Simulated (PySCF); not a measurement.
Mo(NH)2(OMe)(SH) (CH₆MoN₂OS), SMILES [Mo](=[NH])(=[NH])([SH])[O]C, multiplicity 1.

The structure is a stationary point at PBE0-D3(BJ)/def2-SVP. The spin state was assumed, not searched. The def2 effective core potentials stand for the cores of Mo; spin–orbit coupling is left out. One conformer was computed; it need not be the lowest.

These are PySCF with HF/def2-TZVP values and carry that method's errors.

Gas-phase values at a fixed geometry.

Computed frontier levels, gap, dipole moment and polarisability:
| Property | Result |
|---|---|
| highest occupied level | -9.86 eV |
| lowest empty level | 1.77 eV |
| orbital gap | 11.63 eV |
| dipole moment | 3.02 D |
| quadrupole, principal values (traceless, Buckingham form, about the centre of nuclear charge) | -5.77, -1.61, 7.38 D·Å |
| mean static polarisability | 88.4 bohr³ (13.10 Å³) |
| polarisability, principal values | 78.8, 88.4, 98.0 bohr³ |
